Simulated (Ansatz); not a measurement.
Al2O3. The state is a singlet with charge 0. Geometry PBE-D4/def2-SVP; atoms count from 1.

```xyz
5

Al   -0.958    1.141    0.717
Al    1.977    0.387    0.386
O     0.851   -0.843   -0.359
O    -0.388   -0.184   -0.830
O    -1.482   -0.501    0.087
```

The structure holds 2 bond(s) between oxygen atoms. The restricted singlet is unstable towards broken spin symmetry in Hartree–Fock (as tested in another run); at PBE0-D4/def2-TZVP this wasn't settled. Another isomer (singlet) lies 5.54 eV lower at PBE0-D4/def2-TZVP; other spin states weren't run for this one.

Question: Estimate the Mulliken populations from the PBE0/def2-TZVP orbitals of Ansatz.

Answer: 
```tsv
atom	charge (e)
Al1	0.28
Al2	0.28
O3	-0.27
O4	-0.02
O5	-0.27
```
Mulliken values and Mayer orders depend strongly on the basis.

Question: And the Mayer bond orders between bonded heavy atoms (over 0.3)?

Answer: Al1–O4 0.35 (2.12 Å); Al1–O5 0.85 (1.84 Å); Al2–O3 0.91 (1.83 Å); O3–O4 0.85 (1.48 Å); O4–O5 0.87 (1.46 Å). Values over 0.3 also appear between atoms too far apart for a bond (Al1–Al2 0.37 at 3.05 Å); they arise where an orbital or an unpaired electron spreads over both atoms.
